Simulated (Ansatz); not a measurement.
The same path of AlClH$_{5}$NO$_{2}$ (10 atoms, charge 0, multiplicity 1) was run twice with different band settings. Lost on the way: N7–H10. Made: O2–H10.

Level of theory: RKS PBE-D4/cc-pVDZ (Ansatz).

Relaxed end points:

```xyz
10
Properties=species:S:1:pos:R:3
Al -0.129 0.101 0.428
O -0.472 -0.530 2.035
H 0.042 -1.309 2.310
Cl 1.713 -0.645 -0.478
O -1.448 0.564 -0.639
H -2.014 -0.134 -1.010
N 0.361 2.040 0.825
H 1.330 2.265 0.556
H -0.270 2.656 0.290
H 0.251 2.261 1.826
```

```xyz
10
Properties=species:S:1:pos:R:3
Al 0.079 0.395 0.070
O 0.088 -0.095 2.030
H -0.819 -0.324 2.323
Cl 1.658 -0.697 -0.904
O -1.603 0.126 -0.344
H -1.803 -0.485 -1.074
N 0.439 2.093 0.764
H 1.380 2.485 0.635
H -0.228 2.839 0.525
H 0.175 0.930 2.118
```

Common settings: movable images 9; climbing image yes; optimiser quadratic models (default); start path through a guess of the saddle point; force threshold 0.05 eV/Å; iteration limit 60; end points relaxed.

| run | spring |
| --- | --- |
| 1 | 5.0 eV/Å² |
| 2 | 20.0 eV/Å² |

What does each run give, and how far can it be trusted?

Run 1: converged after 28 iterations, highest image 0.860 eV above the first end. Beside the main top the profile has a ripple of under 15 meV (maxima at images 2, 9), which may be a very shallow well or noise. A vibrational analysis at the climbing image gives one clearly imaginary mode, 429i cm⁻¹: a first-order saddle point.
Run 2: converged after 17 iterations, highest image 0.860 eV above the first end. Beside the main top the profile has a ripple of under 15 meV (maxima at images 2, 9), which may be a very shallow well or noise. Another band between the same ends (9 images) ends at a top of the same energy, where a vibrational analysis finds 1 clearly imaginary mode.
The orbitals stay closed-shell, which can raise the energy where a bond breaks towards radicals; this wasn't checked here.
